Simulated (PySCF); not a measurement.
# ReH₂: bend–stretch map

Level of theory: UPBE0/[Re def2-TZVP with ECP60, H def2-TZVP], scalar-relativistic core potentials, density fitting, no spin–orbit coupling, PySCF.

Rigid scan from the sextet minimum (Re–H 1.751 Å (×2); H–Re–H 150.3°). Coordinate: rows scale both bonds, columns set the H–Re–H angle. Energies in kJ/mol from the minimum.

| scale \ angle | 90 | 105 | 120 | 135 | 150 | 165 | 180 |
| --- | --- | --- | --- | --- | --- | --- | --- |
| 0.94 | 93.2 | 64.2 | 36.4 | 18.3 | 15.9 | 27.5 | 36.7 |
| 0.97 | 86.2 | ? | 27.9 | 8.6 | 3.7 | 11.4 | 18.2 |
| 1.00 | 86.4 | 55.7 | 27.1 | 7.0 | 0.0 | ? | 9.4 |
| 1.03 | 92.4 | 61.2 | 32.6 | 11.9 | ? | 5.4 | 8.7 |
| 1.06 | 103.1 | 71.6 | ? | 22.0 | 12.2 | 12.3 | 14.4 |
| 1.10 | 122.8 | 91.2 | 63.1 | 42.0 | ? | 29.1 | 30.0 |

Task: Fill in the five missing cells, row by row.

Result: 56.2, 4.6, 3.3, 43.1, 31.0.

The bond scale of lowest energy on the grid is 0.97 at 90°, 1.00 at 105°, 1.00 at 120°, 1.00 at 135°, 1.00 at 150°, 1.00 at 165°, 1.03 at 180°.

Open d and f shells are described by one determinant, and the ground state may have another occupation or spin. With an element this heavy the missing spin–orbit coupling can shift these numbers.

The scan took 51 s on 2 threads of a shared Arm Neoverse N1 host; the process peaked at 0.56 GiB.
